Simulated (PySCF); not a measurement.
**Relaxing a trial structure of F2HSi2+**

The starting geometry of this gas-phase singlet was optimised with GFN2-xTB.

```
atom    x (Å)    y (Å)    z (Å)
   F  -0.1333   1.6835   1.1151
   F  -0.6602  -0.1309  -0.1306
  Si  -1.0461   1.5309  -0.1903
  Si   0.3610  -1.4657   1.2507
   H   1.2498  -1.5949   0.0712
```

**Question.** Where would you expect an optimisation with B3LYP/6-31G* to take it?

**Answer.** A new bond forms, giving a structure with F2 bridging Si3 and Si4, given below by its coordinates. Contacts that close: F2–Si4 (2.18 → 1.86 Å).

The energy falls by 0.31 eV over 34 steps:

| step | E − E(last) (eV) |
| --- | --- |
| 1 | 0.305 |
| 5 | 0.018 |
| 8 | 0.005 |
| 12 | 0.002 |
| 16 | 0.001 |
| 19 | 0.001 |
| 23 | 0.000 |
| 27 | 0.000 |
| 30 | 0.000 |
| 34 | 0.000 |

Final geometry (Å):

```tsv
atom	x (Å)	y (Å)	z (Å)
F	0.1167	1.7687	1.1190
F	-0.7455	-0.4284	0.3330
Si	-0.9837	1.3920	0.0343
Si	0.1822	-1.9183	0.9445
H	1.4523	-1.3789	0.3019
```

The end wasn't checked by frequencies. Run with PySCF 2.14.0, 43 s on 2 threads of AMD EPYC 9B45 (Zen 5), with other jobs on the host.
